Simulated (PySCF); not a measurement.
Continuum solvent and chemical shifts

Geometry:
```csv
atom,x (Å),y (Å),z (Å)
Ca1,0.947,-0.041,0.005
H2,-0.934,0.010,-0.018
```

Total charge +1.

GIAO PBE0/pcSseg-1 in PySCF 2.14.0 with density-fitted response routines on one PBE0-D3(BJ)/def2-SVP conformer, non-relativistic, equivalent nuclei averaged. Solvents enter as an IEF-PCM continuum (chloroform with ε = 4.7, dichloromethane with ε = 8.9) around the gas-phase geometry.

Gas phase, σ in ppm: Ca1 1135.3, H2 23.49. Dipole moment 4.99 D.

Task: How does each σ change in the continuum?

Result: 
| atoms | environment | Δσ, chloroform | Δσ, dichloromethane |
| --- | --- | --- | --- |
| Ca1 | Ca bonded to H | +14.6 | +19.1 |
| H2 | hydrogen on a Ca | +0.99 | +1.22 |

Changes are relative to the gas phase. The dipole moment becomes 6.12 D in chloroform, 6.34 D in dichloromethane.

Task: Which nuclei move most (in ppm), and what does the model miss?

Result: Ca1 (Ca bonded to H, +19.1 ppm) in dichloromethane. A continuum only polarises the solute; specific hydrogen bonds, the anisotropy of aromatic solvents and changes of geometry or conformer are outside it, as are counter-ions.
